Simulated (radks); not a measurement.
Results of a calculation; reference values are marked as such.
The nuclear charge of neutral cobalt is varied continuously with 27 electrons held in [Ar] 3d7 4s2. Code: a radial shooting solver on a logarithmic mesh with Libxc functionals. Model: scalar-relativistic Kohn-Sham, r2SCAN, spin-unpolarised, spherical densities, finite nucleus; meta-GGA in the generalised Kohn-Sham scheme; Fermi nuclear charge, rms radius 3.7875 fm. By the Hellmann-Feynman theorem dE/dZ = E(electron-nucleus)/Z, the electronic potential at the nucleus (averaged over a nucleus of fixed radius). The scalar-relativistic energy here is not variational (the density holds large components alone), so the two differ by a part that grows with Z.

| Z | E (hartree) | E(electron-nucleus)/Z (hartree) | HOMO | e(HOMO) (eV) | <r> HOMO (bohr) |
|---|---|---|---|---|---|
| 26.8 | -1368.71715 | -122.385 | 4s | -4.122 | 3.028 |
| 27 | -1393.33944 | -123.619 | 4s | -5.693 | 2.893 |
| 27.2 | -1418.20891 | -124.851 | 4s | -7.385 | 2.774 |
| 27.4 | -1443.32506 | -126.080 | 4s | -9.190 | 2.669 |
| 27.6 | -1468.68751 | -127.308 | 4s | -11.104 | 2.575 |
| 27.8 | -1494.29595 | -128.534 | 4s | -13.122 | 2.490 |
| 28 | -1520.15010 | -129.759 | 4s | -15.240 | 2.413 |

The central difference of E at Z = 27 is -123.729 hartree, to compare with the third column; the second derivative is -6.18 hartree.
